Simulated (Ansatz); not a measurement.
Abridged output of a molecular run in Ansatz:

```
Functional definition: HF
1482 factors; integrals over basis functions are off by at most 1.0e-3 eV
mean field evaluation 1: about -15111.0161 eV, gradient 5.6e1 eV
mean field evaluation 2: about -15111.1970 eV, gradient 5.7e1 eV
mean field evaluation 4: about -15116.9555 eV, gradient 3.2e0 eV
mean field evaluation 8: about -15117.0089 eV, gradient 2.1e-1 eV
mean field -15117.00905768 eV, -555.5398361929 hartree, gradient 2.9e-6 eV, S^2 0.000000; 0 other end points of the search recorded, 0 dependent functions left out
9 core orbitals not correlated: weight in the atoms' cores, before any rotation towards them, 1.000 or more for the frozen orbitals, at most 0.000 for the correlated occupied ones
reference -15117.00905768 eV, -555.5398361929 hartree; 16, 16 occupied and 225, 225 virtual orbitals, 1482 factors
second order -27.47953011 eV of doubles, -0.00000000 eV of singles
cycle   1  -27.59685330 eV  change   -1.2e-1 eV  update   9.2e-2
cycle   2  -28.10924982 eV  change   -5.1e-1 eV  update   2.5e-2
cycle   3  -28.22287039 eV  change   -1.1e-1 eV  update   1.2e-2
cycle   4  -28.21265040 eV  change    1.0e-2 eV  update   2.8e-3
cycle   5  -28.21155395 eV  change    1.1e-3 eV  update   1.2e-3
cycle   6  -28.21211908 eV  change   -5.7e-4 eV  update   3.5e-4
cycle   7  -28.21190360 eV  change    2.2e-4 eV  update   1.1e-4
cycle   8  -28.21184342 eV  change    6.0e-5 eV  update   3.3e-5
cycle   9  -28.21184491 eV  change   -1.5e-6 eV  update   1.2e-5
perturbative correction -0.97815797 eV, -0.0359466423 hartree
Total energy: -15146.19906055 eV, -556.6125490128 hartree
```

Its atoms:

Cartesian coordinates in Å:
```
N -1.5139 0.4905 -0.3239
Si 0.1544 0.2725 -0.0896
N 0.4814 -0.0187 1.5509
N 0.7266 -1.0071 -1.0485
F 0.9173 1.6161 -0.5340
H -1.9814 1.3646 -0.1569
H -2.0169 -0.1045 -0.9579
H -0.2685 -0.0727 2.2168
H 1.3712 0.1718 1.9779
H 0.9863 -0.8976 -2.0134
H 1.1437 -1.8148 -0.6214
```

Which basis set was used?
A. def2-SVP
B. def2-TZVPPD
C. def2-QZVPP
D. def2-TZVPP

D. It gives 250 functions.

Write the keys of the input that set method, charge and spin (a neutral closed shell needs none for the last two).


```yaml
correlation: {method: ccsd_t}
```
